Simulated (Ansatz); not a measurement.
`C=C=N[SiH](F)F` + NH₃ → `N[SiH](F)F` + `C=C=N` at 400 K and 1 bar (ligand exchange at the Si–N bond).

Program: Ansatz. Geometries: PBE0-D4/def2-TZVP. ΔE: electronic, gas phase. CBS: MP2 limit from def2 TZ/QZ plus the TZ coupled-cluster correction, frozen cores. This one scheme is used for every species. Each species was taken in one conformer, which may not be the lowest.

```csv
species,CCSD(T)/CBS energy (Eh),H − E (kJ/mol),S (J/(mol·K))
`C=C=N[SiH](F)F`,-621.39174,164.3,388.1
NH₃,-56.50880,104.2,203.1
`N[SiH](F)F`,-545.34917,133.0,332.9
`C=C=N`,-132.55079,133.3,267.3
```

H − E and S are ideal-gas, rigid-rotor, harmonic terms from PBE0-D4/def2-TZVP, for one conformer and one mirror image of each species. 1 Eh = 2625.50 kJ/mol, R = 8.31446 J/(mol·K).

**Question.** By hand: ΔE, ΔH, ΔS and ΔG.

**Answer.** ΔE = (-545.34917) + (-132.55079) − (-621.39174) − (-56.50880) = 0.00058 Eh = 1.5 kJ/mol. Δ(H − E) = 133.0 + 133.3 − 164.3 − 104.2 = -2.2, so ΔH = -0.7 kJ/mol. ΔS = 332.9 + 267.3 − 388.1 − 203.1 = 9.0 J/(mol·K). ΔG = -0.7 − 400 × (9.0)/1000 = -4.3 kJ/mol.

**Question.** By hand: the equilibrium constant, and the temperature at which ΔG would vanish if ΔH and ΔS stayed fixed.

**Answer.** log₁₀ K = −ΔG/(RT ln 10) = 0.6. ΔH and −TΔS have one sign here, so there is no such temperature. One of them is within its doubt of zero, so this could turn.

TΔS isn't small against ΔH here. The sign of ΔG lies within the doubt. A doubt of 5 kJ/mol in ΔE shifts log₁₀ K by 0.7 here. Other conformers and mirror images would add mixing entropy, several J/(mol·K) or more a flexible species. Modes under 60 cm⁻¹, often nearly free rotors, make the harmonic entropy too high. These are equilibria of isolated gas molecules and say nothing of rates. Largest T1 diagnostic: 0.015 (customary marks: 0.02 for closed shells, 0.045 for open ones).
